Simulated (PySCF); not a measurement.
Simulation results for BH$_{4}$NOSi, BH$_{5}$N$_{2}$Si

Computed with PySCF 2.14.0. Calculation on a computer-drawn molecule: the log of a Hartree-Fock and frozen-core CCSD(T) single point meant for a local Hartree-Fock minimum, with one planted fault or none, to be diagnosed. Offsets are logged minus clean, where the clean run is the same molecule without the fault. The reference is restricted for singlets and unrestricted otherwise, and also for a bond in bohr or an excited solution. Adding or removing an electron swaps singlet and doublet. The excited solution moves the top pair (singlet) or top alpha electron (doublet) to the lowest empty orbital. Highest occupied and lowest empty are orbital energies over both spins, largest force is the largest gradient component, triples share is (T) over the correlation energy, the T1 limit is 0.02 restricted and 0.045 unrestricted, electrons count all cores, a negative frequency is imaginary (commonest isotopes), and the dipole is about the centre of nuclear charge.

Common to all runs: meant charge 0; meant multiplicity 1; meant basis cc-pV(D+d)Z; logged SCF converged yes; logged CC converged yes; logged SCF stable within its kind yes; possible faults no fault, one electron removed, one electron added, multiplicity raised by two, geometry at a saddle point, SCF held on an excited solution, minimal basis STO-3G, one bond length entered in bohr, all coordinates scaled.

```json
{"entry": 1, "formula": "BH4NOSi", "logged_structure": {"atoms_angstrom": [["B", 0.426, -1.4268, 1.3797], ["N", 0.0798, -0.7894, 0.1613], ["Si", -1.1906, 0.3133, -0.082], ["O", -1.519, 0.9612, -1.388], ["H", 1.3504, -2.1871, 1.4096], ["H", -0.2164, -1.1919, 2.3641], ["H", 0.6353, -1.0049, -0.6482], ["H", -1.8885, 0.5085, 1.1895]]}, "given": {"logged_electrons": 38, "logged_basis_functions": 28, "logged_spin_squared": 0.0, "logged_highest_occupied [eV]": -7.7533, "logged_lowest_empty [eV]": 7.0464, "logged_largest_force [hartree/bohr]": 0.046556, "logged_T1_diagnostic": 0.026446, "logged_D1_diagnostic": 0.09594, "logged_triples_share": 0.045995, "logged_dipole_magnitude [debye]": 0.9679, "logged_energy_HF [hartree]": -439.87048, "logged_energy_CCSD(T) [hartree]": -440.11993, "drawn_bonds_atom": [1, 2, 3, 1, 1, 2, 3], "drawn_bonds_other_atom": [2, 3, 4, 5, 6, 7, 8], "drawn_bonds_order": [1, 1, 2, 1, 1, 1, 1]}, "results": {"planted_fault": "minimal basis STO-3G", "HF_energy_offset_from_clean_run [kcal/mol]": 3426, "CCSD(T)_energy_offset_from_clean_run [kcal/mol]": 3631}, "notes": ["T1 above single-reference limit"]}
{"entry": 2, "formula": "BH5N2Si", "logged_structure": {"atoms_angstrom": [["B", -0.1918, 1.1236, 0.8797], ["N", 0.9643, 0.4563, 0.4241], ["Si", 1.2171, -0.0654, -1.2352], ["N", 2.7631, -0.7749, -1.0806], ["H", -1.0774, 1.3644, 0.1043], ["H", -0.288, 1.4474, 2.0342], ["H", 1.6695, 0.2831, 1.1193], ["H", 3.2161, -1.1848, -1.8754], ["H", 3.3325, -0.8512, -0.2575]]}, "given": {"logged_electrons": 37, "logged_basis_functions": 90, "logged_spin_squared": 0.7566, "logged_highest_occupied [eV]": -17.0, "logged_lowest_empty [eV]": -6.8564, "logged_largest_force [hartree/bohr]": 0.087708, "logged_T1_diagnostic": 0.018306, "logged_D1_diagnostic": 0.061306, "logged_triples_share": 0.030026, "logged_dipole_magnitude [debye]": 3.5961, "logged_energy_HF [hartree]": -425.20812, "logged_energy_CCSD(T) [hartree]": -425.74416, "drawn_bonds_atom": [1, 2, 3, 1, 1, 2, 4, 4], "drawn_bonds_other_atom": [2, 3, 4, 5, 6, 7, 8, 9], "drawn_bonds_order": [1, 1, 1, 1, 1, 1, 1, 1]}, "results": {"planted_fault": "one electron removed", "HF_energy_offset_from_clean_run [kcal/mol]": 182.4, "CCSD(T)_energy_offset_from_clean_run [kcal/mol]": 202.4}}
```
